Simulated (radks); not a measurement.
The numbers below are computed, except where a source is named.
Problem. The mean radii <r> (bohr) of the occupied orbitals of an atom or ion are listed with their occupations. Level of theory: scalar-relativistic Kohn-Sham, r2SCAN, spin-polarised, spherical densities, finite nucleus; meta-GGA in the generalised Kohn-Sham scheme; Fermi nuclear charge, rms radius of each element as measured or else 0.836 A^(1/3) + 0.57 fm (a radial shooting solver on a logarithmic mesh with Libxc functionals).

orbital  occ.      <r>
1s up       1  0.02843
1s down     1  0.02843
2s up       1   0.1226
2s down     1   0.1226
2p up       3   0.1071
2p down     3   0.1071
3s up       1   0.3298
3s down     1   0.3298
3p up       3   0.3283
3p down     3   0.3283
3d up       5   0.3054
3d down     5   0.3054
4s up       1   0.7923
4s down     1   0.7925
4p up       3   0.8531
4p down     3   0.8531
4d up       5    1.026
4d down     5    1.022
5s up       1    2.109
5s down     1    2.085
5p up       1    2.479

Name the element and its charge. Open shells, if any, are filled with parallel spins first.

Solution. Z = 51, antimony, charge +2: Sb2+ in [Kr] 4d10 5s2 5p1. The 1s radius gives Z: for a bare nucleus <r> = (2 gamma + 1)/(2Z) with gamma = sqrt(1 - (Z/c)^2), 0.028 bohr for Z = 51, and screening makes it slightly larger (0.02843 here). The occupations add up to 49, and the charge is Z minus that.
